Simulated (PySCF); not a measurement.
## BiH: from constants to spectrum

UHF-CCSD(T) constants of BiH, ³Σ⁻ (triplet), unpaired electrons π ↑↑ (PySCF, scalar-relativistic core potentials, basis sets Bi aug-cc-pVDZ-PP with ECP60, H aug-cc-pVDZ; masses 208.9804 and 1.0078 u):

- ωe: 1738.9 cm⁻¹
- ωexe: 29.9 cm⁻¹
- Be: 5.1506 cm⁻¹
- αe: 0.141 cm⁻¹
- D (centrifugal): 0.000181 cm⁻¹
- De to Bi + H: 2.19 eV

Problem. Give the vibrational terms G(v) and spacings up to v = 6.

Solution. G(v) = ωe(v+½) − ωexe(v+½)².

| v | G(v) (cm⁻¹) | G(v) − G(v−1) | Bv (cm⁻¹) |
| --- | --- | --- | --- |
| 0 | 862.0 |  | 5.080 |
| 1 | 2541.1 | 1679.1 | 4.939 |
| 2 | 4160.4 | 1619.3 | 4.798 |
| 3 | 5719.9 | 1559.5 | 4.657 |
| 4 | 7219.6 | 1499.7 | 4.516 |
| 5 | 8659.5 | 1439.9 | 4.375 |
| 6 | 10039.6 | 1380.1 | 4.234 |

Problem. How well does the Morse estimate ωe²/(4ωexe) reproduce De, and what is D0?

Solution. It gives 3.13 eV, 143 % of the computed De. D0 = De − G(0) = 2.19 − 0.11 = 2.08 eV.

Correlated steps freeze 4 core orbitals. Correlated levels converge slowly with the basis: in double zeta they bind strong bonds too weakly, by up to about 1 eV, and carry superposition errors of some tenths. Spin–orbit coupling is left out, which matters for elements this heavy, above all for dissociation energies. The state was picked by a PBE0 search and need not be the measured ground state.
